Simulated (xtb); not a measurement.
CH3Cl3Sn, charge +1, doublet, from a rough starting geometry (GFN-xTB shapes and energies of metal compounds can be far from the true ones) (a state made from the parent by changing its charge; the spin is typed, not shown lowest); GFN2-xTB (xtb).

The xtb input:
```
$ xtb mol.xyz --gfn 2 --chrg 1 --uhf 1 --opt vtight --json

# file mol.xyz
8

C     -1.29632055    -0.18446590     0.08918608
Sn     0.87983278     0.09117451     0.00555191
Cl     1.89757467    -1.14831851    -1.68642674
Cl     1.45046363     2.30199681    -0.53563314
Cl     1.92227950    -0.36195328     1.93772384
H     -1.46612919    -1.20489505     0.46713331
H     -1.72750702     0.57204664     0.67764828
H     -1.71090623    -0.05617044    -0.96827386
```

Problem. Predict the main parts of the log of this xtb run.

Solution. 
```
   ID    Z sym.   atoms
    1    6 C      1
    2   50 Sn     2
    3   17 Cl     3-5
    4    1 H      6-8

           -------------------------------------------------
          |                Calculation Setup                |
           -------------------------------------------------

           -------------------------------------------------
          |                 G F N 2 - x T B                 |
           -------------------------------------------------

          ...................................................
          :                      SETUP                      :
          :.................................................:
          :  # basis functions                  47          :
          :  # atomic orbitals                  43          :
          :  # shells                           17          :
          :  # electrons                        31          :
          :  max. iterations                   250          :
          :  Hamiltonian                  GFN2-xTB          :
          :  restarted?                      false          :
          :  GBSA solvation                  false          :
          :  PC potential                    false          :
          :  electronic temp.          300.0000000     K    :
          :  accuracy                    1.0000000          :
          :  -> integral cutoff          0.2500000E+02      :
          :  -> integral neglect         0.1000000E-07      :
          :  -> SCF convergence          0.1000000E-05 Eh   :
          :  -> wf. convergence          0.1000000E-03 e    :
          :  Broyden damping             0.4000000          :
          :  net charge                          1          :
          :  unpaired electrons                  1          :
          ...................................................

 iter      E             dE          RMSdq      gap      omega  full diag
   1    -14.8520132 -0.148520E+02  0.137E+01    3.03       0.0  T
   2    -13.4439095  0.140810E+01  0.205E+01    8.84       1.0  T
   3    -18.1179083 -0.467400E+01  0.910E+00    4.09       1.0  T
   4    -18.8776961 -0.759788E+00  0.433E+00    3.37       1.0  T
   5    -18.9819521 -0.104256E+00  0.425E+00    3.46       1.0  T
   6    -18.9988696 -0.169175E-01  0.342E+00    3.36       1.0  T
   7    -19.0172708 -0.184012E-01  0.377E+00    3.43       1.0  T
   8    -19.0293878 -0.121171E-01  0.290E+00    3.43       1.0  T
   9    -19.0357057 -0.631792E-02  0.255E+00    3.41       1.0  T
  10    -19.0393360 -0.363025E-02  0.194E+00    3.37       1.0  T
  11    -19.0489725 -0.963648E-02  0.133E+00    3.39       1.0  T
  12    -19.0505890 -0.161658E-02  0.107E+00    3.38       1.0  T
  13    -19.0539173 -0.332829E-02  0.602E-01    3.38       1.0  T
  14    -19.0541545 -0.237112E-03  0.591E-01    3.38       1.0  T
  15    -19.0530983  0.105613E-02  0.626E-01    3.38       1.0  T
  16    -19.0482491  0.484923E-02  0.129E+00    3.36       1.0  T
  17    -19.0493451 -0.109598E-02  0.114E+00    3.37       1.0  T
  18    -19.0543341 -0.498900E-02  0.351E-01    3.38       1.0  T
  19    -19.0546986 -0.364478E-03  0.206E-01    3.38       1.0  T
  20    -19.0548199 -0.121358E-03  0.167E-01    3.38       1.0  T
  21    -19.0548729 -0.530249E-04  0.113E-01    3.38       1.0  T
  22    -19.0548775 -0.454624E-05  0.608E-02    3.38       1.0  T
  23    -19.0548488  0.286709E-04  0.934E-02    3.38       1.0  T
  24    -19.0548785 -0.296517E-04  0.398E-02    3.38       1.0  T
  25    -19.0548847 -0.619167E-05  0.111E-02    3.38       3.2  T
  26    -19.0548849 -0.211901E-06  0.513E-03    3.38       6.9  T
  27    -19.0548849 -0.223072E-07  0.465E-03    3.38       7.6  T
  28    -19.0548850 -0.905861E-07  0.130E-03    3.38      27.1  T
  29    -19.0548850 -0.112820E-08  0.124E-03    3.38      28.6  T
  30    -19.0548850 -0.720444E-09  0.107E-03    3.38      33.2  T
  31    -19.0548850 -0.192163E-08  0.840E-04    3.38      42.1  T
[...]
 * total energy  :   -19.0034201 Eh     change       -0.1897881E-06 Eh
 * total energy  :   -19.0034203 Eh     change       -0.1806505E-06 Eh
 * total energy  :   -19.0034205 Eh     change       -0.1712656E-06 Eh
 * total energy  :   -19.0034206 Eh     change       -0.1623730E-06 Eh
 * total energy  :   -19.0034208 Eh     change       -0.1393443E-06 Eh
 * total energy  :   -19.0034209 Eh     change       -0.1349918E-06 Eh
 * total energy  :   -19.0034210 Eh     change       -0.1280263E-06 Eh
 * total energy  :   -19.0034212 Eh     change       -0.1223101E-06 Eh
 * total energy  :   -19.0034213 Eh     change       -0.1149451E-06 Eh
 * total energy  :   -19.0034214 Eh     change       -0.1101551E-06 Eh
 * total energy  :   -19.0034215 Eh     change       -0.1037617E-06 Eh
 * total energy  :   -19.0034216 Eh     change       -0.9834999E-07 Eh
   *** GEOMETRY OPTIMIZATION CONVERGED AFTER 51 ITERATIONS ***
         :: total energy             -19.003421591658 Eh    ::
[...]
        16        1.0357           -0.6136938             -16.6995 (HOMO)
        17                         -0.5168502             -14.0642 (LUMO)
        18                         -0.2988027              -8.1308
        19                         -0.2788643              -7.5883
        20                         -0.2788609              -7.5882
        21                         -0.2075206              -5.6469
        22                         -0.2075190              -5.6469
        23                         -0.1738773              -4.7314
        24                         -0.1738772              -4.7314
        25                         -0.1731332              -4.7112
        26                         -0.1722593              -4.6874
        27                         -0.1722592              -4.6874
       ...                                ...                  ...
        43                          0.4534748              12.3397
      -------------------------------------------------------------
                  HL-Gap            0.0968436 Eh            2.6352 eV
             Fermi-level           -0.5910483 Eh          -16.0832 eV

     #   Z          covCN         q      C6AA      α(0)
     1   6 C        3.591    -0.107    23.259     6.988
     2  50 Sn       3.239     0.430   341.616    35.185
     3  17 Cl       0.808     0.071    96.981    15.065
     4  17 Cl       0.808     0.071    96.982    15.065
     5  17 Cl       0.808     0.071    96.982    15.065
     6   1 H        0.925     0.154     1.363     1.825
     7   1 H        0.925     0.154     1.363     1.825
     8   1 H        0.925     0.154     1.363     1.825

 Mol. C6AA /au·bohr⁶  :       3148.142623
 Mol. C8AA /au·bohr⁸  :     188293.695060
 Mol. α(0) /au        :         92.843624

Wiberg/Mayer (AO) data.
largest (>0.10) Wiberg bond orders for each atom

 ---------------------------------------------------------------------------
     #   Z sym  total        # sym  WBO       # sym  WBO       # sym  WBO
 ---------------------------------------------------------------------------
     1   6 C    3.742 --     6 H    0.946     7 H    0.946     8 H    0.946
                             2 Sn   0.413     5 Cl   0.163     3 Cl   0.163
                             4 Cl   0.163
     2  50 Sn   3.142 --     3 Cl   0.885     5 Cl   0.885     4 Cl   0.885
                             1 C    0.413
     3  17 Cl   1.523 --     2 Sn   0.885     5 Cl   0.235     4 Cl   0.235
                             1 C    0.163
     4  17 Cl   1.523 --     2 Sn   0.885     5 Cl   0.235     3 Cl   0.235
                             1 C    0.163
     5  17 Cl   1.523 --     2 Sn   0.885     3 Cl   0.235     4 Cl   0.235
                             1 C    0.163
     6   1 H    0.976 --     1 C    0.946
     7   1 H    0.976 --     1 C    0.946
     8   1 H    0.976 --     1 C    0.946
 ---------------------------------------------------------------------------

Topologies differ in total number of bonds
Writing topology from bond orders to xtbtopo.mol

molecular dipole:
                 x           y           z       tot (Debye)
 q only:        0.374       0.058      -0.020
   full:        0.775       0.116      -0.037       1.995
molecular quadrupole (traceless):
                xx          xy          yy          xz          yz          zz
 q only:        4.253       0.931      -2.065      -0.281      -0.041      -2.187
  q+dip:        3.554       0.781      -1.726      -0.238      -0.034      -1.829
   full:        5.406       1.185      -2.625      -0.359      -0.052      -2.781

optimized geometry written to: xtbopt.xyz

           -------------------------------------------------
          | TOTAL ENERGY              -19.003421591658 Eh   |
          | GRADIENT NORM               0.000027780504 Eh/α |
          | HOMO-LUMO GAP               2.635247507226 eV   |
           -------------------------------------------------
```
